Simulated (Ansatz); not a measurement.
Basis-set series for CH₃ClFSSi (`CS[Si](F)Cl`) radical. Total charge 0; spin multiplicity 2. The geometry is a stationary point of PBE0-D4/def2-TZVP. It is one conformer, not always the lowest.

| atom | x (Å) | y (Å) | z (Å) |
| --- | --- | --- | --- |
| C1 | -0.904 | -0.341 | -0.732 |
| S2 | 0.583 | -1.312 | -0.317 |
| Si3 | 1.507 | 0.005 | 1.051 |
| F4 | 0.520 | 0.318 | 2.270 |
| Cl5 | 1.903 | 1.840 | 0.215 |
| H6 | -0.629 | 0.594 | -1.216 |
| H7 | -1.503 | -0.150 | 0.156 |
| H8 | -1.476 | -0.954 | -1.427 |

| functional | basis | functions | energy (Eh) | HOMO (eV) | LUMO (eV) |
| --- | --- | --- | --- | --- | --- |
| PBE0-D4 | def2-SVP | 97 | -1286.71055 | -6.78 | -3.02 |
| PBE0-D4 | def2-TZVPP | 230 | -1287.29015 | -6.83 | -3.03 |
| ωB97M-V | def2-SVP | 97 | -1287.14555 | -8.49 | -1.38 |
| ωB97M-V | def2-TZVPP | 230 | -1287.72676 | -8.57 | -1.45 |

(1) Give the rows for def2-QZVPP. (Best estimate.)

Results:

(1) Ansatz gave: 
| functional | basis | functions | energy (Eh) | HOMO (eV) | LUMO (eV) |
| --- | --- | --- | --- | --- | --- |
| PBE0-D4 | def2-QZVPP | 414 | -1287.33364 | -6.87 | -3.08 |
| ωB97M-V | def2-QZVPP | 414 | -1287.76811 | -8.62 | -1.53 |

HOMO and LUMO are taken over both spins.
